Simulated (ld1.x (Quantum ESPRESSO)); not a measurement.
## Se: one change to a TM semilocal potential, before and after

Se (Z = 34), norm-conserving Troullier–Martins (semilocal form), made with ld1.x (Quantum ESPRESSO) 7.5 (PBE, scalar-relativistic). Core [Ar] 3d10, reference 4s2 4p4. Waves: 4s (bound): rc 1.65 bohr; 4d channel at 0.15 Ry: rc 1.60 bohr; 4p (bound): rc 1.85 bohr. Local part: the p channel. Core correction: none.

Change: core correction a·sin(br)/r model core inside 1.76 bohr.

Cutoffs: the cutoffs (Ry, on a coarse ladder) from which the occupation-weighted sum of valence levels, in a spherical-Bessel basis at the reference potential, stays within 10 and 1 mRy of its value at 400 Ry; they do not see the model core or the augmentation charge, which bear on the density cutoff. Errors are all-electron minus pseudo energies relative to the spin-unpolarised reference configuration.

Q: How do hardness, ghosts and transferability respond?

A: The potential gets neither clearly harder nor softer (40 Ry and 55 Ry → 40 Ry and 55 Ry); of the 7 tests that both files solve, the error grows in 5 and shrinks in 1 by more than 15 % and 0.3 meV (median size 9.9 → 5.3 meV); neither file shows a bound ghost. A semilocal file is local in each channel, so a ghost entry of none says nothing of the separable form that plane-wave codes build from it. A model core, the more so a compact one, raises the density cutoff, which this test does not measure.

```tsv
quantity	base	changed
cutoff, loose	40 Ry	40 Ry
cutoff, tight	55 Ry	55 Ry
bound ghosts	none	none
error for 4s2 4p3, meV [ΔE 10.84 eV]	-3.3	-4.3
error for 4s2 4p2, meV [ΔE 31.19 eV]	-16	-26
error for 4s2 4p1, meV [ΔE 62.06 eV]	-42	-88
error for 4s2 4p4.3, meV [ΔE -1.59 eV]	+0.2	+0.2
error for 4s2 4p0, meV [ΔE 104.25 eV]	-56	-214
error for 4s0 4p6, meV [ΔE 21.96 eV]	+9.9	-4.7
error for 4s1 4p4, meV [ΔE 22.38 eV]	+2.9	-5.3
s: phases at 2.00 bohr within 0.05 rad from the reference energy up to (Ry; the scan ends near 5)	3.8	3.8
p: phases at 2.00 bohr within 0.05 rad from the reference energy up to (Ry; the scan ends near 5)	to the end of the scan	to the end of the scan
d: phases at 2.00 bohr within 0.05 rad from the reference energy up to (Ry; the scan ends near 5)	1.0	1.0
```
